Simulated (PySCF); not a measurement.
How methods differ on the ionisation energy of Sb¹⁷⁺

Sb¹⁷⁺ [Ar] 3d10 4s2 4p4 [4p1/2^2 4p3/2^2, M_J = 2] → Sb¹⁸⁺ [Ar] 3d10 4s2 4p3 [4p1/2^2 4p3/2^1, M_J = 3/2], as a difference of total energies. Computed with PySCF 2.14 in an even-tempered Gaussian basis (18 s from 0.94 bohr⁻², ratio 2.8; 14 p from 1.2 bohr⁻², ratio 2.8; 9 d from 2.2 bohr⁻², ratio 2.8; 4 f from 7.5 bohr⁻², ratio 3), with the two-component X2C-1e Hamiltonian. Correlated levels: [Ne] frozen; the 88 highest virtual spinors dropped. "Screened" scales the spin-orbit matrix elements by Boettger's factors to mimic the two-electron term; Breit and QED terms are absent.

| method | ionisation energy (eV) |
| --- | --- |
| GHF (screened spin-orbit) | 478.44 |
| GMP2 (screened spin-orbit) | 479.32 |

Problem. How much does correlation contribute at GMP2 (screened spin-orbit)?

Solution. 479.32 − (478.44) = 0.88 eV, measured against GHF (screened spin-orbit).

Breit and QED terms and the two-electron picture change are absent.

The labels give the starting determinants; with spin-orbit coupling the two ends relaxed to ⟨J²⟩ = 6.01, ⟨L²⟩ = 2.86, ⟨S²⟩ = 1.59 and ⟨J²⟩ = 3.76, ⟨L²⟩ = 1.34, ⟨S²⟩ = 2.32.

For comparison: 479 ± 3 eV (theoretical estimate listed by NIST; NIST Atomic Spectra Database, ionization energies).
